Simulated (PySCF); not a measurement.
**Checking a proposed structure**

A compound C6H13FOSi2 gives the data below (simulated from a calculation) and was assigned the structure `C=C[Si@@](F)(O[SiH3])C1CCC1`.

$^{13}$C{$^{1}$H} NMR (computed): δ 177.3 (C), 162.0 (C), 58.6 (CH3), 4.8 (CH2, 2C), -4.8 (CH).

$^{1}$H NMR (400 MHz, computed): δ 4.41 (s, 3H), 4.22 (m, 2H), 3.89 (s, 3H), 0.68 (m, 2H), 0.25 (m, 2H), -0.20 (m, 1H).

Method: geometry from GFN2-xTB, PBE0/pcSseg-1 with gauge-including orbitals, in PySCF 2.14.0 with density-fitted response routines (isolated molecule, non-relativistic Hamiltonian, one conformer, equivalent nuclei averaged).

δ = σ(ref) − σ, references computed at the same level: $^{1}$H (σref 31.72), $^{13}$C (σref 186.93) against TMS.

Problem. Compare with the shifts computed for the proposed structure, pairing carbons in order of shift.

Solution. Numbering as in the mapped SMILES `[CH2:1]=[CH:2][Si@@:3]([F:4])([O:5][SiH3:6])[CH:7]1[CH2:8][CH2:9][CH2:10]1`. Each H is labelled by its parent atom.

```csv
atom,computed for proposal,given list,difference
C1,143.9,177.3,-33.4
C2,139.8,162.0,-22.2
C10,22.8,58.6,-35.8
C9,22.0,4.8,+17.2
C8,21.7,4.8,+16.9
C7,21.3,-4.8,+26.1
```

The rms difference is 26.3 ppm and the largest -35.8 ppm at C10 (sp3 CH2 in a ring). The proposal also would give 6 carbon signals, not 5. The carbon types in order of shift don't match either: CH2, CH, CH2, CH2, CH2, CH for the proposal against C, C, CH3, CH2, CH2, CH in the data. The proposal doesn't fit.

Problem. Which isomer fits?

Solution. `InChI=1S/C6H13FOSi2/c1-8-6(9)5(7)10-4-2-3-4/h4H,2-3,10H2,1,9H3/b6-5+`.

Carbon types of the structure: 2 × C, 1 × CH, 2 × CH2, 1 × CH3, leaving 5 H on heteroatoms. δC 177.3: β carbon of an enol-ether or enamine type C=C. δC 162.0: alkene carbon bearing oxygen; an sp2 carbon further deshielded by the attached heteroatom. δC 4.8, -4.8: three-membered-ring carbon; carbons of three-membered rings are unusually shielded. δH 0.68, 0.25, -0.20: hydrogen on a three-membered-ring carbon; cyclopropane-type protons are shielded by the ring.

This is the structure that produced the data.

Splittings by $^{19}$F in the carbon and heteronuclear signals aren't shown, as no couplings were computed. Shifts are as computed. Against solution values, carbons near 30 ppm lie about +3 ppm off and those near 130 ppm about +5 ppm. Of 1309 compounds with measured shifts, 239 miss one by over three times the rms of a fit or turn the order of signals round; such compounds aren't used in these exercises. Multiplicities follow the n + 1 count of equivalent neighbours, as no J values were calculated; m marks all less simple cases, F and P coupling included.
